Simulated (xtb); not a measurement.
Hf(Cl)3(OH) (Cl3HHfO), SMILES [OH][Hf]([Cl])([Cl])[Cl], multiplicity 1. All values are semi-empirical tight-binding results from xtb (GFN2-xTB unless named), good for trends rather than for accurate numbers. Coordinates come from a GFN2-xTB optimisation. The spin state was assumed, not searched. The isomer is the one that the SMILES or the coordinates give; other isomers of the formula were not compared. One conformer was computed; it need not be the lowest.

Optimised geometry:

```xyz
6

Hf    -0.1444     0.1468     0.0222
Cl     1.7190     1.1060    -0.7804
Cl     0.5116    -0.6819     1.9997
Cl    -0.6574    -1.6013    -1.2989
O     -1.7236     1.0793     0.0170
H     -2.5556     0.8099    -0.3836
```
Charge 0, spin multiplicity 1.

For metal compounds this method's bond lengths and energies can be far off.

Task: Estimate the properties. (The exact figures need the calculation; the answer reports its results.)

Result: 
| Quantity | Result |
|---|---|
| orbital gap | 3.24 eV |
| zero-point energy | 8.5 kcal/mol |
| G − E(el) at 298.15 K (modified RRHO) | -15.0 kcal/mol |

Computed atomic charges and the Wiberg bond orders between heavy atoms:
charges (e) Hf1 1.06, Cl2 -0.28, Cl3 -0.27, Cl4 -0.28, O5 -0.58, H6 0.35. Bond orders Hf1–Cl2 1.01, Hf1–Cl3 1.01, Hf1–Cl4 1.01, Hf1–O5 1.05.
